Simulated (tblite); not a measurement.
C5H14NP.
Geometry (GFN2-xTB, Å), atoms numbered from 1 in this order:
```xyz
21
C5H14NP angstrom
C      2.5524   -0.6294    0.9065
N      1.5947    0.4213    0.5943
P      0.6977    0.2359   -0.8780
C     -0.0444    1.9309   -0.8471
C     -0.7208   -0.7828   -0.1636
C     -1.3933   -0.1706    1.0569
C     -1.7228   -1.0879   -1.2718
H      2.8770   -0.5128    1.9421
H      3.4376   -0.6276    0.2620
H      2.0598   -1.5952    0.8059
H      2.0674    1.3216    0.5868
H     -0.9520    1.9377   -1.4459
H      0.6624    2.6279   -1.2969
H     -0.2618    2.2384    0.1736
H     -0.2488   -1.7276    0.1383
H     -2.0145    0.6764    0.7745
H     -2.0306   -0.9095    1.5408
H     -0.6451    0.1618    1.7730
H     -2.2286   -0.1798   -1.5955
H     -2.4780   -1.7909   -0.9229
H     -1.2173   -1.5209   -2.1335
```

Computed values, GFN2-xTB/tblite, gas phase, harmonic and unscaled. Against measured fundamentals such values can be off by several per cent, at times by over 20. One conformer, not necessarily the lowest.

Harmonic wavenumbers (cm⁻¹): 56.2, 91.2, 136.7, 181.1, 189.4, 201.4, 216.5, 220.9, 261.7, 300.0, 341.4, 369.4, 431.1, 604.2, 674.8, 735.1, 752.6, 864.1, 870.2, 925.8, 937.9, 982.2, 1047.9, 1065.4, 1095.4, 1119.9, 1139.5, 1171.0, 1254.1, 1297.7, 1304.8, 1326.9, 1399.1, 1413.2, 1418.0, 1442.8, 1460.5, 1487.6, 1492.6, 1495.9, 1501.7, 1502.7, 1508.2, 2886.8, 2921.4, 2984.0, 2995.4, 3002.6, 3006.3, 3009.8, 3015.3, 3020.8, 3023.1, 3026.2, 3031.9, 3034.8, 3331.5.

A = 2715, B = 1548, C = 1340 MHz; mass 119.086 u (most abundant isotopes); point group C1, symmetry number 1.

Task: What is the zero-point energy?

Result: Half the sum of the wavenumbers: 40289 cm⁻¹ = 481.97 kJ/mol.

Task: Entropy at 298.15 K, 1 bar (ideal gas, RRHO, classical rotation)?

Result: Translation 168.47, rotation 118.98, vibration 127.55: S = 415.0 J/(mol K).

Task: And Cp and H(298.15 K) − H(0)?

Result: Cp = 167.06 J/(mol K), of which vibrations give 133.80 (their classical limit is 57 R = 473.9); H(298.15 K) − H(0) = 30.66 kJ/mol without the zero-point energy, 20.74 from vibrations.

Task: Which modes carry the vibrational entropy at 298.15 K?

Result: 56.2 cm⁻¹: 19.19; 91.2 cm⁻¹: 15.21; 136.7 cm⁻¹: 11.92; 181.1 cm⁻¹: 9.69; 189.4 cm⁻¹: 9.35; 201.4 cm⁻¹: 8.87 J/(mol K); the other 51 give 53.32 together.

Task: How do the functions run with temperature in this model?

Result: 
```tsv
T (K)	S (J/(mol K))	Cp (J/(mol K))	H − H(0) (kJ/mol)	G − H(0) (kJ/mol)	ln q(vib)
150	322.8	108.4	10.28	-38.13	2.75
250	387.4	147.5	23.09	-73.75	5.61
400	469.9	208.6	49.81	-138.17	9.80
600	568.2	277.4	98.76	-242.19	15.18
900	695.2	348.2	193.38	-432.26	22.77
```

q(vib) and H(0) count from the zero-point level.

Task: What must be added to the electronic energy to get the Gibbs energy at 298.15 K and 1 bar?

Result: ZPE + [H(298.15 K) − H(0)] − T·S = 481.97 + 30.66 − 123.73 = 388.90 kJ/mol.

Task: Blend soft modes into free rotors: weight 1/[1 + (100 cm⁻¹/ν̃)⁴] for the oscillator and the rest for a rotor with moment μB/(μ + B), μ = h/(8π²ν), B = 10⁻⁴⁴ kg m². What vibrational entropy results?

Result: 121.26 J/(mol K) in place of 127.55, which changes −T·S at 298.15 K by +1.88 kJ/mol.

Hindered rotation and anharmonicity are outside this model. Other conformers, if any are populated, would add a mixing term that is left out. The structure is chiral; the term R ln 2 for an equal mix with its mirror image is left out.
